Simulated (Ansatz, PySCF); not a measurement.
Lewis adduct: AlH3 (SMILES [AlH3]) (first 4 atoms) with C2H6O (SMILES COC); geometry from B3LYP-D3(BJ)/def2-TZVP, rigid monomers moved along the line of their centres of mass till Al1···O6 is 2.78 Å.
(charge 0, multiplicity 1):
```xyz
13

Al     0.07527    -0.21232     0.65209
H     -1.44493    -0.37966     0.19925
H      0.73711     1.20981     0.36305
H      1.01513    -1.50009     0.62713
C      0.31745    -0.92826     4.36344
O     -0.25978    -0.03573     3.40344
C     -1.06117     1.00668     3.97152
H     -0.47606    -1.42014     4.92935
H      0.96828    -0.36888     5.03826
H      0.89236    -1.66027     3.80504
H     -1.89434     0.56914     4.52420
H     -1.43740     1.60838     3.14907
H     -0.44829     1.62169     4.63274
```

Monomers are frozen at their geometry in the pair; levels with a basis set take the counterpoise correction. Rows marked so take none.

Rows in 3-21G, 6-31G* carry no dispersion term and start afresh at each structure (6-31G* with six Cartesian d functions). MP2/6-31G* freezes PySCF's default core.

Codes used: Ansatz (Gaussian basis) for Hartree–Fock, density functionals and correlated methods; PySCF for 3-21G rows, 6-31G* rows, the dispersion terms. 

Problem. One of these levels gives -68.2 kJ/mol for the interaction energy. Name it.
(A) B3LYP/3-21G (no counterpoise)
(B) B3LYP/def2-TZVPPD
(C) MP2/6-31G* (no counterpoise)
(D) r2SCAN-D3(BJ)/def2-TZVPPD

Solution. C, MP2/6-31G* (no counterpoise). The others give -58.9 (r2SCAN-D3(BJ)/def2-TZVPPD), -89.0 (B3LYP/3-21G (no counterpoise)), -49.0 (B3LYP/def2-TZVPPD)

Ansatz is a program for electronic structure.
